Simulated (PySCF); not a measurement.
H₃Cl₂GaN (SMILES [NH3]->[Ga+]([Cl])[Cl]), charge +1, singlet, at a GFN2-xTB geometry (such geometries of metal compounds can be far from the true shape).

Here is a job for PySCF.
```python
from pyscf import gto, scf, dft

mol = gto.M(
    atom='''
Ga    0.00064622    0.02878830    0.00937560
Cl    1.41128155    0.96939965   -1.16019226
Cl   -1.44280685    0.27352527    1.45798678
N     0.04941118   -2.09223287   -0.50665912
H    -0.47621186   -2.27939540   -1.36850992
H    -0.36177471   -2.67601614    0.22996377
H     1.00800585   -2.42111962   -0.66799016
''',
    basis='3-21g',
    charge=1,
    verbose=4,
)

mf = dft.UKS(mol)
mf.xc = 'lda,vwn'
mf.kernel()
mf.analyze()
```

### Question
Estimate the nuclear repulsion energy that SVWN5/3-21G (PySCF) returns for this input.

### Answer
443.0982 Eh

### Question
What total energy does SVWN5/3-21G give?

### Answer
-2881.0383 Eh

### Question
What is the computed number of basis functions (SVWN5/3-21G)?

### Answer
63

### Question
Give the HOMO energy at the level SVWN5/3-21G.

### Answer
-13.11 eV

### Question
What HOMO-LUMO gap does SVWN5/3-21G give?

### Answer
4.86 eV
